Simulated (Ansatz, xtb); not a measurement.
BF2H2Si: where a starting geometry ends

The starting geometry of this gas-phase doublet has its atoms placed at random.

```xyz
6

B     1.0289   -1.3228   -0.3695
F    -0.3287    0.5294   -0.5960
F    -0.8859    0.7513   -1.6452
Si    0.5628    0.5594   -1.7518
H     1.8379   -0.3037   -0.5180
H    -0.5193   -0.6864   -0.6826
```

Question: One run relaxed it with r2SCAN-D4/def2-SVP. What is a likely outcome?

Answer: It ends as a structure with F2 bridging B1 and Si4, given below by its coordinates. Distances that change by over a tenth: F2–Si4 (1.46 → 1.95 Å), F3–Si4 (1.47 → 1.63 Å). Contacts that open: F2–F3 (1.21 → 2.65 Å). Contacts that close: B1–F2 (2.31 → 1.52 Å), B1–Si4 (2.38 → 2.13 Å), B1–H6 (1.70 → 1.20 Å).

The energy falls by 23.82 eV over 18 steps:

```csv
step,E − E(last) (eV)
1,23.822
3,5.153
5,1.892
7,1.016
9,0.307
10,0.192
12,0.013
14,0.003
16,0.000
18,0.000
```

Final geometry (Å):

```xyz
6

B     0.7327   -0.6413   -0.5386
F     0.0994    0.6217    0.0268
F    -1.2702    0.8571   -2.2241
Si    0.3190    0.9622   -1.8789
H     1.8896   -0.7568   -0.2354
H    -0.0748   -1.5158   -0.7130
```

From the same start GFN2-xTB ends elsewhere, differing in F2–Si4 (2.66 against 1.95 Å here).

From so rough a start the end depends on the optimiser's path, so another program may land elsewhere. No frequencies were run, so the end isn't proven a minimum. Open shells are spin-unrestricted. Run with Ansatz 0.2.0, 65 s on 2 threads of Intel(R) Xeon(R) Platinum 8259CL CPU @ 2.50GHz (Skylake/Cascade Lake), on a shared host.
